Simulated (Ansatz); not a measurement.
## Redistribution: CBr2ClF + C5H10 → CHBrClF + C5H9Br

Gas-phase species: CBr2ClF (dibromochlorofluoromethane) `FC(Cl)(Br)Br`, singlet; C5H10 `C1CCCC1`, singlet; CHBrClF (bromochlorofluoromethane) `FC(Cl)Br`, singlet; C5H9Br (bromocyclopentane) `BrC1CCCC1`, singlet. The partners trade Br for H; both sit on C, so the bond types are kept.

Shapes, held fixed at every level: PBE0-D4/def2-TZVP. Flexible molecules stand in one conformer, not always the lowest. Programs: Ansatz 0.2.0. Electronic energies: no zero-point or thermal term.

```json
{"level": "HF/def2-SVP", "kind": "Hartree–Fock", "ΔE (kJ/mol)": "-65.5", "less CCSD(T)/def2-TZVPP": "-14.9"}
{"level": "PBE-D4/def2-TZVPP", "kind": "GGA", "ΔE (kJ/mol)": "-38.4", "less CCSD(T)/def2-TZVPP": "+12.2"}
{"level": "B3LYP-D4/def2-TZVPP", "kind": "global hybrid", "ΔE (kJ/mol)": "-44.8", "less CCSD(T)/def2-TZVPP": "+5.8"}
{"level": "PBE0-D4/def2-TZVPP", "kind": "global hybrid", "ΔE (kJ/mol)": "-45.6", "less CCSD(T)/def2-TZVPP": "+5.0"}
{"level": "wB97X-V/def2-TZVPP", "kind": "range-separated hybrid", "ΔE (kJ/mol)": "-46.9", "less CCSD(T)/def2-TZVPP": "+3.7"}
{"level": "CCSD(T)/def2-SVP", "kind": "coupled cluster or CI", "ΔE (kJ/mol)": "-43.9", "less CCSD(T)/def2-TZVPP": "+6.7"}
{"level": "CCSD(T)/def2-TZVPP", "kind": "coupled cluster or CI", "ΔE (kJ/mol)": "-50.6", "less CCSD(T)/def2-TZVPP": "0.0"}
```

The highest level, CCSD(T)/def2-TZVPP, gives ΔE = -50.6 kJ/mol; the levels span -65.5 to -38.4. The column of differences is taken from that level and isn't an error. No measured value is set beside it here. Relativity is left out for Br. Outer-core shells of Br are correlated, in sets that cover them unevenly. CCSD(T)/def2-TZVPP lies outside the range of the other correlated levels here, so it shouldn't be taken on trust.
